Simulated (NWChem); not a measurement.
System: CH$_{3}$ClGeO; SMILES [CH](=O)[GeH2][Cl]

```xyz
7

O      0.4661    -2.6271     0.0000
C      0.8244    -1.4826     0.0000
Ge    -0.5352    -0.0130     0.0000
Cl     0.5486     1.8636     0.0000
H      1.9121    -1.2000     0.0000
H     -1.3931    -0.0763     1.2712
H     -1.3931    -0.0763    -1.2712
```
Atoms are numbered in this order, from 1.

Results from NWChem. Pople sets run with spherical d functions. Geometry: optimised at PBE0/def2-SVP.

Question: Taking PBE/6-311G** as the yardstick, which of these has the fewest basis functions while keeping “highest occupied level (eV)” within 0.1 eV of it: PBE/6-31G*; PBE/3-21G; PBE/STO-3G?

Answer: none of them.
| level | basis functions | highest occupied level (eV) |
|---|---|---|
| PBE/STO-3G | 40 | -2.85 |
| PBE/3-21G | 59 | -5.75 |
| PBE/6-31G* | 84 | -5.90 |
| PBE/6-311G** | 124 | -6.05 |

The yardstick is one finite set, not the basis-set limit.
